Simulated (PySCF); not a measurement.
# ZrO₂: adding exact exchange

Base calculation in PySCF with density fitting and no spin–orbit coupling, PBE/def2-TZVP (scalar-relativistic core potentials): singlet, C2v, Zr–O 1.782 Å (×2); O–Zr–O 106.7°; wavenumbers 306, 845, 910 cm⁻¹; dipole moment 7.44 D, gap between the highest occupied and lowest empty levels 1.68 eV, polar-tensor charge of Zr 1.66 e, atomisation energy (no zero-point energy) 1510 kJ/mol.

What changes on going to PBE0/def2-TZVP (scalar-relativistic core potentials)?

The point group stays the same. Changes: mean bond to Zr -0.020 Å, smallest bond angle +1.3 degrees, highest wavenumber +52 cm⁻¹, lowest wavenumber +6 cm⁻¹, dipole moment +0.48 D, gap between the highest occupied and lowest empty levels +2.18 eV, polar-tensor charge of Zr +0.27 e, atomisation energy (no zero-point energy) -146 kJ/mol. The new structure has Zr–O 1.762 Å (×2); O–Zr–O 108.0°, with wavenumbers 312, 890, 962 cm⁻¹. Exact exchange shortens and stiffens the bonds and opens the gap, the usual pattern.

Only the bonding shown was studied: isomers, or loss of a ligand pair, can lie lower.
